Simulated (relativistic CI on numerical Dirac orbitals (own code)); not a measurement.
Ag4+: 4s photoemission

Computed with this model: Dirac-Coulomb-Breit CI, separate exchange-only KLI orbitals for each configuration, model QED (radiative potential, 1s self-energy scaled to tabulated hydrogen-like ionisation energies), valence Slater integrals scaled by 0.7, multiplet model of photoemission in the sudden approximation; configurations [Kr] 4d7 → [Ar] 3d10 4s 4p6 4d7; 300 K; Lorentzian 2 eV and Gaussian 0.6 eV FWHM. Energies are those of the free ion, without screening or charge transfer. The energies are binding energies and can lie tens of eV above those of solids. Without intra-shell correlation the exchange splitting of an s hole comes out too large, often by half or more. S is read from ⟨S²⟩ = S(S + 1).

Field parameters in Wybourne normalisation: D3d B²₀ = −7Dσ, B⁴₀ = −14Dq − 21Dτ, B⁴₃ = −14√(10/7) Dq. The field is a parameter set, without covalency.

Computed curve for D3d, 10Dq = 39700, Dσ = -1200, Dτ = -190 cm⁻¹, scaled to 100 at the maximum (points under 2 are left out and the grid is thinned):

```json
{"Energy (eV)": "161.4", "Intensity": "2.0"}
{"Energy (eV)": "161.8", "Intensity": "2.2"}
{"Energy (eV)": "162.2", "Intensity": "2.5"}
{"Energy (eV)": "162.8", "Intensity": "3.0"}
{"Energy (eV)": "163.2", "Intensity": "3.3"}
{"Energy (eV)": "163.6", "Intensity": "3.8"}
{"Energy (eV)": "164.0", "Intensity": "4.4"}
{"Energy (eV)": "164.4", "Intensity": "5.1"}
{"Energy (eV)": "165.0", "Intensity": "6.5"}
{"Energy (eV)": "165.4", "Intensity": "7.9"}
{"Energy (eV)": "165.8", "Intensity": "9.7"}
{"Energy (eV)": "166.2", "Intensity": "12.2"}
{"Energy (eV)": "166.6", "Intensity": "15.7"}
{"Energy (eV)": "167.2", "Intensity": "24.6"}
{"Energy (eV)": "167.6", "Intensity": "34.7"}
{"Energy (eV)": "168.0", "Intensity": "50.4"}
{"Energy (eV)": "168.4", "Intensity": "72.4"}
{"Energy (eV)": "168.8", "Intensity": "94.0"}
{"Energy (eV)": "169.4", "Intensity": "94.8"}
{"Energy (eV)": "169.8", "Intensity": "75.1"}
{"Energy (eV)": "170.2", "Intensity": "55.9"}
{"Energy (eV)": "170.6", "Intensity": "43.8"}
{"Energy (eV)": "171.2", "Intensity": "37.9"}
{"Energy (eV)": "171.6", "Intensity": "40.0"}
{"Energy (eV)": "172.0", "Intensity": "42.7"}
{"Energy (eV)": "172.4", "Intensity": "40.5"}
{"Energy (eV)": "172.8", "Intensity": "32.8"}
{"Energy (eV)": "173.4", "Intensity": "20.7"}
{"Energy (eV)": "173.8", "Intensity": "15.3"}
{"Energy (eV)": "174.2", "Intensity": "11.7"}
{"Energy (eV)": "174.6", "Intensity": "9.2"}
{"Energy (eV)": "175.0", "Intensity": "7.4"}
{"Energy (eV)": "175.6", "Intensity": "5.5"}
{"Energy (eV)": "176.0", "Intensity": "4.7"}
{"Energy (eV)": "176.4", "Intensity": "4.0"}
{"Energy (eV)": "176.8", "Intensity": "3.5"}
{"Energy (eV)": "177.2", "Intensity": "3.1"}
{"Energy (eV)": "177.8", "Intensity": "2.5"}
{"Energy (eV)": "178.2", "Intensity": "2.3"}
{"Energy (eV)": "178.6", "Intensity": "2.0"}
```

The ground state has S = 0.52, and the centroid lies at 169.91 eV.
